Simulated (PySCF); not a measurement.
# AlSn, MP2: how much the basis matters

PySCF, UHF reference; quartet, unpaired electrons σ ↑, π ↑↑; De to Al + Sn without counterpoise correction. Frozen cores follow the default of each basis and core potential.

| basis | relativity | functions | Re (Å) | ωe (cm⁻¹) | De (eV) | frozen orbitals |
| --- | --- | --- | --- | --- | --- | --- |
| cc-pV(D+d)Z/cc-pVDZ-PP | scalar-relativistic core potentials | 46 | 2.678 | 270 | 1.96 | 9 |
| x2c-SVPall | spin-free X2C | 54 | 2.654 | 275 | 2.01 | 23 |
| def2-SVPD | scalar-relativistic core potentials | 56 | 2.665 | 270 | 1.99 | 9 |
| aug-cc-pV(D+d)Z/aug-cc-pVDZ-PP | scalar-relativistic core potentials | 64 | 2.679 | 267 | 1.99 | 9 |

**Question.** How does each smaller set differ from the one with most functions, aug-cc-pV(D+d)Z/aug-cc-pVDZ-PP?

**Answer.** cc-pV(D+d)Z/cc-pVDZ-PP: -0.1 pm, +1.1 % in ωe, -0.03 eV in De; x2c-SVPall: -2.5 pm, +3.0 % in ωe, +0.02 eV in De; def2-SVPD: -1.4 pm, +1.1 % in ωe, +0.00 eV in De. All at MP2; the set with most functions is neither the basis-set limit nor always the best. The rows treat relativity differently, so the differences are not basis effects alone.

Correlated steps freeze the inner cores (9 to 23 orbitals); shallow outer-core shells are correlated. Correlated levels converge slowly with the basis: in double zeta they bind strong bonds too weakly, by up to about 1 eV, and carry superposition errors of some tenths. Spin–orbit coupling is left out, which matters for elements this heavy, above all for dissociation energies. The state is the lowest determinant that a PBE0 search found; another state may lie lower at other levels.
